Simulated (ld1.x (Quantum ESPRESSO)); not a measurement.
**Which change was made? (Re, TM semilocal)**

ld1.x (Quantum ESPRESSO) 7.5 input, shortened:

```
&input
   title='Re', zed=75., rel=1, dft='PBE', iswitch=3,
   config='[Xe] 4f14 5d5 6s1.5 6p0.5'
 /
 &inputp
   pseudotype=1, tm=.true., lloc=1,
   nlcc=.true.
 /
3
6S  1  0   1.50   0.00  2.70  2.70  0.0
5D  3  2   5.00   0.00  2.10  2.10  0.0
6P  2  1   0.50   0.00  2.75  2.75  0.0
 &test
   configts(1)='5d5 6s1.5 6p0.5'
 /
```

Cutoffs, loose and tight: the cutoffs (Ry, on a coarse ladder) from which the occupation-weighted sum of valence levels, in a spherical-Bessel basis at the reference potential, stays within 10 and 1 mRy of its value at 400 Ry. They do not see the model core or the augmentation charge, which bear on the density cutoff. Test errors are all-electron minus pseudo excitation energies from the reference, over the configurations 5d5 6s2 6p0; 5d5 6s1 6p0; 5d5 6s0 6p0; 5d4 6s2 6p0; 5d3 6s0 6p0; 5d5 6s0 6p1; 5d5 6s1 6p1; variants that change the core or the reference have their own tests.

The base gives: outcome: generated; cutoff, loose: 35 Ry; cutoff, tight: 40 Ry; bound ghosts: none; largest test error (meV): -439.

(1) After one change the result is: outcome: generated; bound ghosts: not determined; largest test error (meV): -1436. Which change was it?
A. reference 5d4 6s0 6p0
B. core [Xe], valence charge 21; reference 4f14 5d5 6s2 6p0; waves now 6s (bound): rc 2.20 bohr; 6p (bound): rc 2.70 bohr; 5d (bound): rc 2.45 bohr; 4f (bound): rc 0.95 bohr; local potential the f channel; core correction Bessel-smoothed model core inside 0.80 bohr
C. wave 5d (bound): rc 2.10 bohr becomes 5d (bound): rc 2.28 bohr

## Answers

(1) B. The others give: reference 5d4 6s0 6p0 → outcome: generated; cutoff, loose: 35 Ry; cutoff, tight: 40 Ry; bound ghosts: none; largest test error (meV): -250 | wave 5d (bound): rc 2.10 bohr becomes 5d (bound): rc 2.28 bohr → outcome: generated; cutoff, loose: 30 Ry; cutoff, tight: 35 Ry; bound ghosts: none; largest test error (meV): -443. In the semilocal form every listed channel keeps its own potential, so the choice of the local channel does not act on these tests. It acts once the file is put into the separable form.
